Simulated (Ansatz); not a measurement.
Two isomers of C2H6O2Si: A = `O/C=C/[SiH2]O`, B = `C=C(O)[SiH2]O`.

Computed with Ansatz on PBE0-D4/def2-TZVP structures; ΔE is electronic, products minus reactants. CCSD(T)/CBS is the MP2 limit (def2-TZVPP, def2-QZVPP) plus CCSD(T) − MP2 in def2-TZVPP, frozen cores. Functionals use def2-TZVPP. B3LYP here is the variant with VWN-RPA as its local correlation; programs differ in this. One conformer a species, not always the lowest.

**Question.** Which is lower in electronic energy at CCSD(T)/CBS, and by how much? (Best estimate.)

**Answer.** The calculation gave: A, by 3.7 kcal/mol.

**Question.** Give E(B) − E(A) in kcal/mol with B2PLYP, r2SCAN-D4, PBE0-D4, CCSD/def2-TZVPP, ωB97M-V, B3LYP, PBE-D4. (Best estimate.)

**Answer.** Computed: B2PLYP 4.0, r2SCAN-D4 4.6, PBE0-D4 4.4, CCSD/def2-TZVPP 3.8, ωB97M-V 3.9, B3LYP 3.9, PBE-D4 4.1. None reverses the order clearly.

Largest T1 diagnostic: 0.013.
